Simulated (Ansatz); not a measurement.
Ansatz (an electronic-structure program) input (PBE/def2-TZVPD):

Ansatz 0.2 input:
```yaml
crystal:
  periodic: [false, false, false]
  atoms:
    - {symbol: Cu, position_ang: [1.64832892, -0.27166809, -0.01028878]}
    - {symbol: Cu, position_ang: [-1.64834973, 0.27164657, 0.00699675]}
    - {symbol: I, position_ang: [0.27929625, 1.95288761, -0.02196441]}
    - {symbol: I, position_ang: [-0.27939018, -1.95298477, 0.00710382]}
    - {symbol: I, position_ang: [4.03694491, 0.22432805, -0.01865190]}
    - {symbol: I, position_ang: [-4.03683959, -0.22421911, 0.03531378]}
basis:
  gaussian:
    orbitals: def2-TZVPD
hamiltonian:
  xc: {name: PBE}
magnetization: {spin_polarized: true, initial_magnetization: 2}
output: {forces: true}
```

Output:

```
Functional definition: PBE
integrals: 0.64 GiB planned
2594 factors; their error is unknown
0.35 GiB of the device are held for the grids
4.42 GiB of device memory are held for the factors and their scratch space
mean field: 3.13 GiB planned
mean field evaluation 1: about -121674.2904 eV, gradient 4.0e1 eV
mean field evaluation 2: about -121311.7499 eV, gradient 4.3e2 eV
mean field evaluation 4: about -121677.8085 eV, gradient 4.7e0 eV
mean field evaluation 8: about -121677.8802 eV, gradient 5.8e-1 eV
mean field evaluation 16: about -121677.8245 eV, gradient 2.1e-3 eV
mean field evaluation 32: about -121677.3538 eV, gradient 5.9e0 eV
mean field evaluation 64: about -121677.4673 eV, gradient 4.4e-4 eV
mean field evaluation 96: about -121677.4421 eV, gradient 1.1e-1 eV
mean field evaluation 128: about -121676.6097 eV, gradient 7.4e0 eV
mean field evaluation 160: about -121677.4662 eV, gradient 1.9e-1 eV
mean field evaluation 192: about -121677.7417 eV, gradient 1.7e0 eV
mean field -121677.82454822 eV, -4471.5775759554 hartree, gradient 3.8e-6 eV, S^2 2.002981; 4 other end points of the search recorded, 0 dependent functions left out
the calculation of the forces begins
reference -121677.82461799 eV, -4471.5775785193 hartree; 80, 78 occupied and 252, 254 virtual orbitals, 2594 factors
Total energy: -121677.82461799 eV, -4471.5775785193 hartree
Atom 0 at     1.648329    -0.271668    -0.010289 Å, force    -0.101170    -0.061115     0.001172 eV/Å
Atom 1 at    -1.648350     0.271647     0.006997 Å, force     0.101172     0.061116    -0.000906 eV/Å
Atom 2 at     0.279296     1.952888    -0.021964 Å, force    -0.108688    -0.145867     0.001987 eV/Å
Atom 3 at    -0.279390    -1.952985     0.007104 Å, force     0.108692     0.145871    -0.001294 eV/Å
Atom 4 at     4.036945     0.224328    -0.018652 Å, force    -0.038709    -0.012878    -0.000151 eV/Å
Atom 5 at    -4.036840    -0.224219     0.035314 Å, force     0.038703     0.012872    -0.000808 eV/Å
Dipole moment:    -0.000009    -0.000009    -0.001385 e Å
```

The spin state was set by rule; other spins were not relaxed.
